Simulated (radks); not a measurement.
Neutral europium inside a hard spherical wall (all orbitals vanish at R), configuration held at [Xe] 4f7 6s2 and not refilled when levels cross. Calculated with a radial shooting solver on a logarithmic mesh with Libxc functionals: scalar-relativistic Kohn-Sham, PBEsol, spin-polarised, spherical densities, finite nucleus; open shells are filled with parallel spins first (spin-orbit coupling, left out, can overturn this in heavy ions); Fermi nuclear charge, rms radius 5.1115 fm. Eigenvalues in eV for spin up, with the zero of energy where the potential of the charges vanishes at infinity; a dash marks a level that is unbound or too diffuse for the functional's potential to be trusted. A positive occupied level is held by the wall or, in an anion where self-interaction has pushed it up, behind a barrier. The pressure on the wall is -dE/dV.

R (bohr),E (hartree),kinetic (hartree),e(5s),e(5p),e(4f),e(6s),"e(5d, empty)","e(6p, empty)",pressure (GPa)
free,-10839.8432,11610.545,-45.716,-24.574,-4.131,-3.739,-1.813,-1.217,0
20,-10839.8432,11610.545,-45.716,-24.574,-4.131,-3.739,-1.813,-1.217,< 0.0001
7,-10839.7934,11610.819,-44.341,-23.227,-2.772,-2.376,-0.534,1.289,2.16
6,-10839.7186,11611.134,-43.296,-22.222,-1.719,-0.889,0.554,3.669,7.54
5,-10839.5168,11611.908,-41.479,-20.503,0.177,2.558,2.673,8.845,30.8
4,-10838.8707,11614.351,-37.736,-16.944,4.365,11.966,7.594,21.816,171
3.5,-10838.0047,11617.630,-34.023,-13.238,8.771,22.972,12.880,35.914,476
3,-10836.0436,11624.853,-27.385,-6.151,16.816,44.794,22.905,62.259,1540
2.5,-10831.0709,11642.029,-13.993,9.132,32.279,91.625,43.938,115.78,5910
2,-10816.5547,11688.054,18.971,47.911,64.055,203.18,94.679,237.66,29000
1.5,-10763.6276,11844.857,130.08,175.51,141.06,519.63,245.99,570.14,212000
